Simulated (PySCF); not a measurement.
## Spinor energies of Cu(3+) (copper, charge +3)

Start: [Ar] 3d8; 3d3/2 filled at m_j = -3/2, -1/2, +1/2, +3/2; 3d5/2 filled at m_j = -1/2, +1/2, +3/2, +5/2. Calculated with PySCF 2.14 in x2c-TZVPall-2c: generalised Hartree-Fock with the X2C-1e Hamiltonian and a Gaussian nucleus; one run each with spin-orbit coupling (SO) switched off, then screened by Boettger's factors.

| spinor shell | electrons | ε, spin-free (eV) | ε, screened SO (eV) | weight of nominal j (screened SO) | rms radius, screened SO (bohr) |
| --- | --- | --- | --- | --- | --- |
| 1s1/2 | 2 | -9095.1 | -9095.0 | 1.000 | 0.0601 |
| 2s1/2 | 2 | -1182.2 | -1182.1 | 1.000 | 0.254 |
| 2p1/2 | 2 | -1022.7 | -1037.2 | 0.999 | 0.226 |
| 3s1/2 | 2 | -187.45 | -187.43 | 1.000 | 0.757 |
| 3p1/2 | 2 | -137.97 | -142.31 | 0.827 | 0.793 |
| 3p3/2 | 4 | -137.97 | -135.80 | 0.913 | 0.803 |
| 3d3/2 | 4 | -60.861 | -60.827 | 0.683 | 0.948 |
| 3d5/2 | 4 | -60.861 | -60.908 | 0.726 | 0.948 |

Problem. Where does 2p3/2 lie, and what is the 2p spin-orbit splitting (screened SO)?

Solution. At -1015.5 eV, 21.660 eV above 2p1/2.

| quantity | spin-free | screened SO |
| --- | --- | --- |
| E (hartree) | -1650.98008 | -1651.02754 |
| M_J | 4 | 4 |
| ⟨J²⟩ | 20.004 | 20.004 |
| ⟨L²⟩ | 12.003 | 12.012 |
| ⟨S²⟩ | 2.001 | 2.001 |

Each row is a mean over spinors that exchange with the open shell spreads, by up to 11.845 eV (3p3/2).

Rows whose weight is well below 1 are mixtures of j = l ± 1/2: exchange outweighs spin-orbit coupling there, and the label is only the starting occupation.

Without spin-orbit coupling the j labels of p, d and f shells carry no meaning; the spin-free column gives the mean over the occupied spinors of each nl shell.
